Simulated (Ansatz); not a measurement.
Two structures of TiHClF4, singlet, reached by relaxing down either side of one saddle point (PBE0-D4/def2-TZVP). Energies are electronic, without zero-point energy. Program: Ansatz 0.2.0. Basis: def2-TZVPP and def2-QZVPP. Cores are frozen in the correlated methods. Extrapolation: Hartree–Fock as exp(−7.88 √X), correlation as X^−2.97. First:

```
atom    x (Å)    y (Å)    z (Å)
 Ti1  -0.5085  -0.7715   0.0200
  F2   1.2305  -0.8027  -0.1796
  F3  -1.0332  -2.4287  -0.0003
  F4  -1.3126   0.0214  -1.3038
  F5  -0.9862  -0.1172   1.5600
  H6   1.8798   1.7772  -0.1251
 Cl7   0.7301   2.3215   0.0287
```

Second:

Ti1  (-0.646, -0.104, 0.272)
F2  (1.471, -0.326, -1.055)
F3  (-0.057, -1.664, 0.757)
F4  (-1.214, -0.016, -1.367)
F5  (-2.093, 0.084, 1.206)
H6  (1.966, 0.402, -0.761)
Cl7  (0.573, 1.625, 0.949)
(Å)

**Question.** Which bonds change from the first to the second?

**Answer.** TiF₄ ([F][Ti]([F])([F])[F]) + HCl → TiClF₃ ([F][Ti]([F])([F])[Cl]) + HF; bonds formed: Ti1–Cl7, F2–H6; bonds broken: Ti1–F2, H6–Cl7.

**Question.** Give the saddle point's structure and its height above each. (To be estimated.)

**Answer.** Computed: 0.640 eV above the first and 0.546 eV above the second (CCSD(T) at an estimated basis limit (MP2 extrapolated from triple and quadruple zeta, plus CCSD(T) − MP2 in triple zeta)).
```
7
angstrom
Ti -0.4527 -0.3110 0.0368
F 1.4987 -0.4410 -0.2040
F -0.4856 -2.0456 -0.0418
F -1.5154 0.1223 -1.2548
F -1.2007 -0.0178 1.5669
H 1.5113 0.7269 -0.1398
Cl 0.6442 1.9660 0.0366
```

No T1 diagnostic of these runs exceeds 0.023.

Labels in which every atom is bracketed show which atoms are joined, not bond orders.

For scale, one of the runs: CCSD(T)/def2-TZVPP, 244 basis functions, launched by `ansatz run in.yaml --threads 8 --pin off --events-out ev --progress --plain --max-ram 19148MiB`. The run took 3.5 min on 8 CPU threads of an Arm Neoverse V2 (shared host), with 5.8 GiB of host memory at its peak.
